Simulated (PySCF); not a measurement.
BiSe⁻: frontier orbitals

MN15 at R = 2.549 Å; basis Bi aug-cc-pVDZ-PP with ECP60, Se aug-cc-pVDZ-PP with ECP10; scalar-relativistic core potentials; PySCF 2.14. State: ³Σ⁻ (triplet), unpaired electrons π ↑↑. Only the outer orbitals are listed, counted within each symmetry, core potentials removing the inner ones.

```csv
spin,orbital,occ.,ε (eV),on Bi (%),main shells (%)
α,7σ,1,-14.46,28,"69 Se s, 29 Bi s"
α,8σ,1,-11.59,65,"64 Bi s, 32 Se s"
α,9σ,1,-3.34,42,"56 Se p, 39 Bi p"
α,5π,1,-2.89,37,"63 Se p, 37 Bi p"
α,5π,1,-2.89,37,"63 Se p, 37 Bi p"
α,6π,1,-0.79,65,"63 Bi p, 35 Se p"
α,6π,1,-0.79,65,"63 Bi p, 35 Se p"
α,10σ,0,3.34,82,"87 Bi p, 32 Se p"
β,7σ,1,-13.86,19,"77 Se s, 20 Bi s"
β,8σ,1,-10.47,71,"69 Bi s, 25 Se s"
β,9σ,1,-2.95,40,"57 Se p, 36 Bi p"
β,5π,1,-1.96,23,"76 Se p, 22 Bi p"
β,5π,1,-1.96,23,"76 Se p, 22 Bi p"
β,6π,0,2.56,80,"78 Bi p, 19 Se p"
β,6π,0,2.56,80,"78 Bi p, 19 Se p"
```

Question: Which are the highest filled and the lowest empty level, where do they sit, and how wide is the gap?

Answer: Highest filled α 6π at -0.79 eV (in %: 63 Bi p, 35 Se p); lowest empty β 6π at 2.56 eV (in %: 78 Bi p, 19 Se p); the gap at MN15 is 3.35 eV. Both belong to one degenerate shell, split only by its one-sided filling, so this is no excitation gap. An empty level above zero is unbound, and its energy depends on the basis.

- bond order (Mayer): 1.49
- ⟨S²⟩: 2.009
- charge on Bi (Mulliken, basis-dependent): -0.18
- charge on Bi (Löwdin, basis-dependent): -0.32
- dipole moment (positive dipole points towards Se; it is taken about the centre of mass and depends on that origin): -3.91 D

These are scalar-relativistic numbers at best; spin–orbit coupling would shift them, the dissociation energy most. The state was picked by a PBE0 search and need not be the measured ground state.
